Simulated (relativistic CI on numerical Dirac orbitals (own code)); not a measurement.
**W LXI: q coefficients and field-shift factors**

Computed by Dirac-Coulomb-Breit CI, orbitals from a KLI potential per configuration, derivatives by finite differences, unscaled Slater integrals, QED left out (own radial code, finite nucleus).

Configurations in the expansion (outside the closed core [Ne]): 3s²3p², 3s²3p3d, 3s3p³, 3s²3d², 3p⁴, 3s3p²3d, 3p²3d², 3s3p3d². Levels of other configurations are missing.

With x = (α/α₀)² − 1 an excitation energy changes as ω = ω₀ + qx; K = 2q/ω₀ is the relative enhancement. Terms are leading LS components, so labels can repeat. The field-shift factor is F = δν/δ⟨r²⟩ for the transition from the lowest level.

Lowest level 3s²3p² ³P0.

```
       Level  ω₀ (cm⁻¹)   q (cm⁻¹)     K  F (GHz/fm²)
  3s²3p² ³P1    2801881  3.533e+06  2.52         -492
  3s²3p² ¹D2    2878878   3.53e+06  2.45         -496
  3s3p³ ³P°2    4205771  3.884e+06  1.85        -7650
  3s3p³ ³D°1    4436536   3.84e+06  1.73        -6400
3s²3p3d ³F°2    4601242  3.615e+06  1.57         -497
3s²3p3d ³D°1    4973254   3.73e+06   1.5        -1960
3s²3p3d ³P°2    5413046  4.326e+06   1.6         -652
3s²3p3d ³F°3    5422679  4.331e+06   1.6         -470
  3s²3p² ³P2    5738859  7.072e+06  2.46        -1070
  3s²3p² ¹S0    5905687  7.081e+06   2.4        -1060
 3s3p²3d ³D1    6025250  3.991e+06  1.32        -7810
 3s3p²3d ³D2    6085547  4.007e+06  1.32        -7830
 3s3p²3d ³D3    6799681  4.691e+06  1.38        -7810
 3s3p²3d ³F2    6915101  4.708e+06  1.36        -7880
  3s3p³ ³D°2    6940179  7.356e+06  2.12        -8020
  3s3p³ ³D°3    7097539  7.382e+06  2.08        -7880
  3s3p³ ³P°0    7186504  7.363e+06  2.05        -7340
  3s3p³ ³P°1    7322262  7.386e+06  2.02        -7090
  3s3p³ ¹D°2    7323572   7.33e+06     2        -6080
  3s3p³ ³S°1    7417492  7.403e+06     2        -8160
3s²3p3d ³F°3    7720930  7.177e+06  1.86        -1180
3s²3p3d ³P°1    7760493  7.247e+06  1.87        -2290
3s²3p3d ³D°2    7764566   7.28e+06  1.88        -3360
```

At this charge energies of transitions that change n are usually good to better than 1 %, and those within a shell (Δn = 0) to a few per cent.
